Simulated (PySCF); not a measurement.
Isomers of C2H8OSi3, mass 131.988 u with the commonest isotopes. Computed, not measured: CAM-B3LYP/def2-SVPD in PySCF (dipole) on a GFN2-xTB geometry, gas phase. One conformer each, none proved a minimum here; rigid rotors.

Task: Order these by radius of gyration √(Σ m r²/M), largest first.
A. `[CH:1]#[C:2][Si@H:3]([SiH3:4])[O:5][SiH3:6]` with C2–Si3–O5–Si6 60°
B. `[SiH3:1][C:2]#[C:3][SiH2:4][O:5][SiH3:6]` with C3–Si4–O5–Si6 -25°
C. `[O:1]=[C:2]1[CH2:3][SiH2:4][SiH2:5][SiH2:6]1` with O1–C2–C3–Si4 111°, C2–C3–Si4–Si5 41°, C3–Si4–Si5–Si6 -11°, Si4–Si5–Si6–C2 -12°

Result: B (2.644 Å), A (2.176 Å), C (1.901 Å).

Task: Order these by rotational constant C, largest first.
A. `[O:1]=[C:2]1[CH2:3][SiH2:4][SiH2:5][SiH2:6]1` with O1–C2–C3–Si4 111°, C2–C3–Si4–Si5 41°, C3–Si4–Si5–Si6 -11°, Si4–Si5–Si6–C2 -12°
B. `[CH:1]#[C:2][Si@H:3]([SiH3:4])[O:5][SiH3:6]` with C2–Si3–O5–Si6 60°
C. `[SiH3:1][C:2]#[C:3][SiH2:4][O:5][SiH3:6]` with C3–Si4–O5–Si6 -25°

Result: A (1128 MHz), B (860.7 MHz), C (553.2 MHz).

Task: Order these by rotational constant B, largest first.
A. `[SiH3:1][C:2]#[C:3][SiH2:4][O:5][SiH3:6]` with C3–Si4–O5–Si6 -25°
B. `[CH:1]#[C:2][Si@H:3]([SiH3:4])[O:5][SiH3:6]` with C2–Si3–O5–Si6 60°
C. `[O:1]=[C:2]1[CH2:3][SiH2:4][SiH2:5][SiH2:6]1` with O1–C2–C3–Si4 111°, C2–C3–Si4–Si5 41°, C3–Si4–Si5–Si6 -11°, Si4–Si5–Si6–C2 -12°

Result: C (1810 MHz), B (1311 MHz), A (644.2 MHz).

| SMILES | point group | Ia (u·Å²) | Ib (u·Å²) | Ic (u·Å²) | κ | μa (D) | μb (D) | μc (D) |
| --- | --- | --- | --- | --- | --- | --- | --- | --- |
| [SiH3]C#C[SiH2]O[SiH3] | – | 147.23 | 784.54 | 913.58 | -0.94 | 0.47 | 0.31 | 0.12 |
| O=C1C[SiH2][SiH2][SiH2]1 | C1 | 226.86 | 279.29 | 448.16 | 0.24 | 2.52 | 0.68 | 1.59 |
| C#C[Si@H]([SiH3])O[SiH3] | C1 | 277.64 | 385.42 | 587.16 | -0.06 | 0.14 | 0.27 | 0.52 |
